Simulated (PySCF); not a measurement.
**`N#C[C@H]1C[Si@H]1[SiH](N)N`, C₃H₉N₃Si₂**

Cartesian coordinates in Å; atom numbers follow the order of the lines, from 1:
```xyz
17

N    -2.1241    1.9732    0.8620
C    -2.1008    0.8254    0.7710
C    -1.9626   -0.5600    0.6433
C    -1.9292   -1.1385   -0.7752
Si   -0.2296   -1.1864    0.0489
Si    1.3312    0.4108   -0.5230
N     1.1734    1.6213    0.6839
N     2.9807   -0.0683   -0.4030
H    -2.5218   -1.1207    1.3815
H    -2.1202   -0.4196   -1.5619
H    -2.5266   -2.0299   -0.9068
H    -0.0399   -2.5087    0.6630
H     1.2005    0.7890   -1.9415
H     1.8588    2.3593    0.7221
H     0.2557    1.9971    0.8728
H     3.3885   -0.1988    0.5072
H     3.3590   -0.7331   -1.0543
```

Method used: TDDFT CAM-B3LYP/def2-SVPD circular dichroism and optical rotation, one conformer, gas phase in PySCF. Geometry: GFN2-xTB.

The molecule is flexible and this is one conformer; a measurement averages over conformers.

Question: Draw the ECD and absorption spectra from the lowest 8 states, each a Gaussian of half-width 0.3 eV at 1/e height.

Answer: 
| E (eV) | λ (nm) | Δε (L mol⁻¹ cm⁻¹) | ε (L mol⁻¹ cm⁻¹) |
| --- | --- | --- | --- |
| 4.90 | 253 | -0.76 | 64.7 |
| 5.00 | 248 | -2.02 | 187 |
| 5.10 | 243 | -4.17 | 457 |
| 5.20 | 239 | -6.47 | 973 |
| 5.30 | 234 | -6.86 | 1870 |
| 5.40 | 230 | -2.89 | 3310 |
| 5.50 | 226 | +5.77 | 5310 |
| 5.60 | 222 | +15.53 | 7510 |
| 5.70 | 218 | +20.64 | 9150 |
| 5.80 | 214 | +18.06 | 9510 |
| 5.90 | 210 | +10.61 | 8490 |
| 6.00 | 207 | +4.68 | 6680 |
| 6.10 | 203 | +4.69 | 4860 |
| 6.20 | 200 | +9.93 | 3510 |
| 6.30 | 197 | +15.88 | 2770 |
| 6.40 | 194 | +17.65 | 2500 |
| 6.50 | 191 | +13.13 | 2500 |

Δε uses R in velocity form, ε uses f in length form. Only the states computed contribute, so the short-wavelength end is incomplete.
